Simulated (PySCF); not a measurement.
Vertical excitations of a molecule C5H12Si from TDA-PBE/def2-SVPD (PySCF), as energy in eV (oscillator strength): 6.74 (0.017), 7.08 (0.010), 7.21 (0.014), 7.30 (0.110), 7.37 (0.001), 7.39 (0.020). Lowest triplet (TDA): 6.54 eV. Geometry optimised at r2SCAN-D4/def2-SVP. One conformer was computed; it need not be the lowest.

Problem. Which molecule gave these data?
(A) [SiH3]CC1CCC1
(B) C=C([SiH3])CCC
(C) [SiH3]CCC1CC1
(D) C[C@H]1C[SiH2][C@@H]1C

Solution. A, [SiH3]CC1CCC1
